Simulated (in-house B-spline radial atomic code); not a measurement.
Ionising S⁶⁺ with different functionals

Computed with an all-electron radial atomic-structure program (B-spline basis): non-relativistic Hamiltonian, point nucleus, spin-polarised at highest spin, spherical fractional occupations for the functionals, and exact exchange of hybrids averaged over the configuration. The ionisation energy is the difference of two self-consistent energies, [He] 2s2 2p6 → [He] 2s2 2p5, without Breit or QED terms; ε is the level of the shell that loses the electron (its least bound occupied spin orbital).

```json
{"method": "PBE0", "rung": "global hybrid", "ΔSCF (eV)": "281.28", "-ε(2p) (eV)": "264.57"}
{"method": "B3LYP", "rung": "global hybrid", "ΔSCF (eV)": "281.54", "-ε(2p) (eV)": "263.51"}
{"method": "TPSSh", "rung": "global hybrid", "ΔSCF (eV)": "281.75", "-ε(2p) (eV)": "261.18"}
{"method": "M06-2X", "rung": "global hybrid", "ΔSCF (eV)": "280.35", "-ε(2p) (eV)": "271.10"}
{"method": "BHandHLYP", "rung": "global hybrid", "ΔSCF (eV)": "281.25", "-ε(2p) (eV)": "271.14"}
{"method": "r2SCAN0", "rung": "global hybrid", "ΔSCF (eV)": "?", "-ε(2p) (eV)": "?"}
{"method": "B97-1", "rung": "global hybrid", "ΔSCF (eV)": "281.39", "-ε(2p) (eV)": "263.62"}
{"method": "HSE06", "rung": "range-separated hybrid", "ΔSCF (eV)": "281.24", "-ε(2p) (eV)": "264.08"}
{"method": "wB97X", "rung": "range-separated hybrid", "ΔSCF (eV)": "281.15", "-ε(2p) (eV)": "265.80"}
{"method": "CAM-B3LYP", "rung": "range-separated hybrid", "ΔSCF (eV)": "281.45", "-ε(2p) (eV)": "265.45"}
{"method": "LC-wPBE", "rung": "range-separated hybrid", "ΔSCF (eV)": "?", "-ε(2p) (eV)": "?"}
```

What does r2SCAN0 give?

ΔSCF 282.71 eV, and -ε(2p) = 266.37 eV.

What does LC-wPBE give?

ΔSCF 281.32 eV, and -ε(2p) = 264.00 eV.

Among the functionals, which spreads more, the ΔSCF values or the orbital energies?

The orbital energies: ΔSCF values span about 2.36 eV and the orbital energies 9.97 eV; here energy differences depend much less on the functional than eigenvalues do.

How do they compare with the NIST value?

NIST lists 280.95 eV ± 0.007 (measured, ground level to ground level). Errors run from -0.60 to +1.75 eV; wB97X is closest (+0.20 eV), but part of that can be cancellation, since the calculations leave out relativity, Breit-QED terms, multiplet and fine-structure energies.
